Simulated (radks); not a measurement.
Nb+, configuration [Kr] 4d4.

All-electron calculation, scalar-relativistic Kohn-Sham, BLYP, spin-polarised, spherical densities, point nucleus; open shells are filled with parallel spins first (spin-orbit coupling, left out, can overturn this in heavy ions). Program: a radial shooting solver on a logarithmic mesh with Libxc functionals.

Energy parts (hartree):
total: -3819.96692
kinetic: 3933.37399
electron-nucleus: -9193.67030
Hartree: 1559.48629
exchange-correlation: -119.15689

Orbitals (lengths in bohr, moments of r in powers of bohr; <r^-3> diverges for s and p1/2; r(max) is where P^2 peaks; r(90%) holds 90 % of the orbital's charge):
\begin{tabular}{lrrrrrr}
orbital & occ. & eigenvalue (hartree) & <r^2> & <r^-3> & r(max) & r(90%) \\ \hline
1s up & 1 & -691.5571 & 0.001757 & - & 0.02349 & 0.0646 \\
1s down & 1 & -691.5575 & 0.001757 & - & 0.02349 & 0.0646 \\
2s up & 1 & -96.92052 & 0.02945 & - & 0.1332 & 0.244 \\
2s down & 1 & -96.90830 & 0.02944 & - & 0.1332 & 0.244 \\
2p up & 3 & -86.57481 & 0.02318 & 2347 & 0.1064 & 0.224 \\
2p down & 3 & -86.56574 & 0.02318 & 2348 & 0.1064 & 0.224 \\
3s up & 1 & -16.34105 & 0.2253 & - & 0.3955 & 0.656 \\
3s down & 1 & -16.33430 & 0.2253 & - & 0.3956 & 0.656 \\
3p up & 3 & -12.96121 & 0.2317 & 384.2 & 0.3893 & 0.675 \\
3p down & 3 & -12.95371 & 0.2316 & 383.9 & 0.3893 & 0.675 \\
3d up & 5 & -7.43426 & 0.2264 & 50.52 & 0.3342 & 0.695 \\
3d down & 5 & -7.42278 & 0.2262 & 50.51 & 0.3344 & 0.694 \\
4s up & 1 & -2.39603 & 1.533 & - & 1.033 & 1.70 \\
4s down & 1 & -2.32610 & 1.516 & - & 1.028 & 1.69 \\
4p up & 3 & -1.52267 & 1.965 & 51.69 & 1.126 & 1.95 \\
4p down & 3 & -1.44492 & 1.948 & 52.83 & 1.119 & 1.94 \\
4d up & 4 & -0.36361 & 5.088 & 3.014 & 1.500 & 3.31 \\
4d down & 0 & -0.28751 & 5.769 & 2.846 & 1.501 & 3.56 \\
\end{tabular}

The highest occupied level is 4d up at -9.894 eV. The density falls to 0.001 e/bohr^3 at r = 4.05 bohr. Spin moment in Bohr magnetons: 4.
